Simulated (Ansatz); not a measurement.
Consider the atomization: `C[O][Sb]([F])[SiH3]` → C• + F• + 6 H• + O• + Sb• + Si•.

Gas-phase electronic energies from Ansatz, PBE0-D4/def2-TZVP geometries. CBS: MP2 limit from def2 TZ/QZ plus the TZ coupled-cluster correction, frozen cores. This one scheme is used for every species, atoms too. For atomizations the MP2-based limit and the directly extrapolated one differ by several kJ/mol either way, and by 10 to 25 for some Ge, Se and Sn compounds, so smaller differences from it don't rank the levels. Functionals use def2-TZVPP. Open shells (•) are unrestricted, without spin–orbit coupling. Spin–orbit coupling would lower the free atoms: a little for C, F, O, Si. Elements past krypton have def2 core potentials. For Sb outer-core shells are correlated without core-valence functions, so the limit isn't a true one: a few kJ/mol of doubt a bond, and 10 to 20 or more in all where bonds break to atoms. One conformer a species, not always the lowest.

CCSD(T)/CBS gives +3584.4 kJ/mol.

(1) Another level gave +3597.5 kJ/mol. Which?
A. revPBE-D4/def2-TZVPP
B. MP2/def2-TZVPP
C. CCSD(T)/def2-TZVPP
D. BLYP-D4/def2-TZVPP

Largest T1 diagnostic among the species: 0.015.

Results:

(1) D. BLYP-D4 3597.5, CCSD(T)/def2-TZVPP 3453.5, MP2/def2-TZVPP 3484.9, revPBE-D4 3535.5 kJ/mol.

Leaving LDA and LC-ωPBE aside and taking each functional with its dispersion term where it has one, the values, not all of them listed here, spread over 183.2 kJ/mol, from BHLYP-D4 to PBE-D4. LDA lies +514.5 kJ/mol from PBE without D4, its usual overbinding. From PBE to PBE0 (25 % exact exchange), in def2-TZVPP and without D4, ΔE moves by −93.2 kJ/mol: exact exchange takes away binding that semilocal exchange gives to molecules. The D4 term adds +40.2 kJ/mol with B3LYP and +21.2 kJ/mol with PBE0; it sums over pairs of atoms, weighted by their polarisabilities, and B3LYP, whose exchange is more repulsive, gets the larger term.

B3LYP here is the variant with VWN-RPA as its local correlation; programs differ in this.
